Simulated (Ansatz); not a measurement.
C₆H₁₃BO₂, charge -1, doublet, geometry from GFN2-xTB (a state made from the parent by changing its charge; the spin is typed, not shown lowest) (a gas-phase anion, which may not be bound at this level). Base run: B3LYP/STO-3G run with Ansatz (a program for electronic structure).

Geometry (Å):
```xyz
22

C     -1.7744    -0.0319     0.9149
C     -0.7512    -0.1272    -0.2451
C     -1.1062    -1.3649    -1.0869
O     -0.8250     1.0163    -1.0169
B      0.1858     2.0305    -0.4401
O      0.9621     1.2089     0.5902
C      0.7103    -0.1288     0.3250
C      0.8959    -0.9717     1.5972
C      1.7004    -0.6496    -0.7430
H     -2.7519     0.2085     0.4970
H     -1.4741     0.7792     1.5731
H     -1.8448    -0.9641     1.4753
H     -2.1654    -1.3331    -1.3420
H     -0.5377    -1.3698    -2.0126
H     -0.9055    -2.2830    -0.5332
H      0.9117     2.4403    -1.3557
H      0.3636    -0.5247     2.4321
H      1.9549    -1.0074     1.8529
H      0.5383    -1.9907     1.4435
H      1.5205    -0.1083    -1.6677
H      2.7164    -0.4341    -0.4114
H      1.5987    -1.7223    -0.9097
```
Charge -1, spin multiplicity 2.
Orbitals are unrestricted.
All else is at Ansatz's defaults.

Variants of this job, named by their change:

| change | basis functions | E (Eh) | core-seconds (rough) |
|---|---|---|---|
| base | 58 | -406.44592 | 4 |
| basis = pcseg-0 | 107 | -410.72341 | 8 |
| basis = 6-31G | 107 | -411.66455 | 9 |
| basis = def2-SV(P) | 152 | -411.45862 | 10 |
| basis = 6-31G* | 161 | -411.78046 | 10 |
| basis = pcseg-1 | 191 | -411.72371 | 20 |
| basis = cc-pVDZ | 191 | -411.80375 | 20 |
| basis = pc-1 | 191 | -411.72948 | 20 |
| basis = def2-SVP | 191 | -411.48937 | 20 |
| basis = 6-311G** | 240 | -411.90676 | 20 |
| basis = def2-SVPD | 290 | -411.53201 | 40 |

Totals compare only among sets that treat the same electrons; sets with core potentials leave the core out.

A gas-phase anion may not be bound at this level; its values then depend on the basis.
